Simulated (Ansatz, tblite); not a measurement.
Forces on TeCl4 at its PBE-D4/def2-SVP geometry. Total charge 0; singlet.

In the def2 sets Te takes a core potential; there is no spin–orbit coupling. The xTB rows come from tblite.

GFN1-xTB (tblite), largest force 1.29 eV/Å:

```xyz
5
positions Å, forces eV/Å
Te    0.309   -0.472   -0.096   -0.695    1.063    0.216
Cl    0.172   -1.163    2.276   -0.043    0.225   -0.402
Cl    0.552    0.056   -2.501   -0.110    0.009    0.450
Cl    1.015    1.718    0.519   -0.377   -1.134   -0.320
Cl   -2.048   -0.140   -0.198    1.226   -0.163    0.056
```

GFN2-xTB (tblite), largest force 1.03 eV/Å:

```
Te -0.402 0.614 0.125
Cl -0.127 0.227 -0.048
Cl -0.141 0.182 0.131
Cl -0.350 -0.927 -0.265
Cl 1.020 -0.096 0.057
```

PBE0-D4/def2-TZVP (Ansatz), largest force 1.18 eV/Å:

```
Te -0.630 0.963 0.196
Cl -0.035 0.239 -0.471
Cl -0.113 -0.013 0.517
Cl -0.395 -1.070 -0.305
Cl 1.173 -0.119 0.063
```
